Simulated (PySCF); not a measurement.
# Telling isomers of C3H2ClF5 apart by NMR

How the numbers were obtained: GIAO PBE0/pcSseg-1 shieldings, GFN2-xTB structure, in PySCF (no solvent, one conformer, non-relativistic Hamiltonian, one averaged value for each set of equivalent atoms).

δ = σ(ref) − σ, references computed at the same level: TMS for ¹H, ¹³C. Splittings of carbon signals by F and P are missing where no couplings were computed. Where no couplings were computed, multiplicities follow the n + 1 count of equivalent neighbours, and m marks all less simple cases (inequivalent or close neighbours, rings, F or P nearby). Shifts are as computed. Against solution values, carbons near 30 ppm lie about +3 ppm off and those near 130 ppm about +5 ppm; carbons on Cl a further +6 ppm. Of 1313 compounds with measured shifts, 239 miss one by over three times the rms of a fit or turn the order of signals round; such compounds aren't used in these exercises. Carbons bonded to Cl come out too deshielded.

(1) Tabulate the signals of `FC(F)(F)C(F)(F)CCl`, `FC(F)(F)CC(F)(F)Cl` and their relative energies.

(2) What is the quickest way to tell FC(F)(F)C(F)(F)CCl from FC(F)(F)CC(F)(F)Cl?

Results:

(1) 
```json
{"SMILES": "FC(F)(F)C(F)(F)CCl", "carbon types": "2×C 1×CH2", "δC": "128.2, 121.7, 49.0", "δH": "4.03 (m, 2H)", "E rel. (kcal/mol)": "7.0"}
{"SMILES": "FC(F)(F)CC(F)(F)Cl", "carbon types": "2×C 1×CH2", "δC": "137.8, 131.0, 49.7", "δH": "2.94 (m, 2H)", "E rel. (kcal/mol)": "0.0"}
```

Energies are electronic energies at PBE0/pcSseg-1 on these geometries, without zero-point or thermal terms, each for the one conformer computed, which needn't be the lowest.

(2) Both give the same number of carbon signals, with the same numbers of each carbon type, so the positions decide. The first has a fully substituted sp3 carbon bonded to 2 F (C) at 121.7 ppm, the second a fully substituted sp3 carbon bonded to Cl and 2 F (C) at 137.8 ppm. Their most deshielded carbons lie at 128.2 and 137.8 ppm. In the proton spectra the most deshielded non-exchanging signals are 4.03 (m, 2H) and 2.94 (m, 2H).
